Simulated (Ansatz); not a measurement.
Isolated molecules relaxed with PBE0-D4/def2-TZVP in Ansatz; ΔE leaves out vibrations. CBS: MP2 limit from def2 TZ/QZ plus the TZ coupled-cluster correction, frozen cores. This one scheme is used for every species, atoms too. Functionals use def2-TZVPP. B3LYP here is the variant with VWN-RPA as its local correlation; programs differ in this. Open shells (•) are unrestricted, without spin–orbit coupling. Spin–orbit coupling would lower the free atoms: a little for O. def2 core potentials past Kr. Bonds to Sb are less sure, by a few kJ/mol each and by 10 to 20 or more in all where they break to atoms, as the def2 sets lack core-valence functions. One conformer a species, not always the lowest.

`P[O][SbH2]` → 4 H• + O• + P• + Sb•  (atomization)

CCSD(T)/CBS gives +1844.6 kJ/mol.

Another level gave +1775.4 kJ/mol. Which?
A. SCS-MP2/def2-TZVPP
B. MP2/def2-TZVPP
C. B3LYP-D4/def2-TZVPP
D. r2SCAN-D4/def2-TZVPP

A. SCS-MP2/def2-TZVPP 1775.4, MP2/def2-TZVPP 1741.9, r2SCAN-D4 1822.1, B3LYP-D4 1858.5 kJ/mol.

Largest T1 diagnostic among the species: 0.015.

The D4 term adds +25.1 kJ/mol with B3LYP and +12.9 kJ/mol with PBE0; it sums over pairs of atoms, weighted by their polarisabilities, and B3LYP, whose exchange is more repulsive, gets the larger term. From r2SCAN to r2SCAN0 (25 % exact exchange), in def2-TZVPP and without D4, ΔE moves by −53.9 kJ/mol: exact exchange takes away binding that semilocal exchange gives to molecules. Leaving LDA and LC-ωPBE aside and taking each functional with its dispersion term where it has one, the values, not all of them listed here, spread over 114.4 kJ/mol, from PBE-QIDH to B97M-V. LDA lies +318.7 kJ/mol from PBE without D4, its usual overbinding.

For atomizations the MP2-based limit and the directly extrapolated one differ by several kJ/mol either way, and by 10 to 25 for some Ge, Se and Sn compounds, so smaller differences from it don't rank the levels.
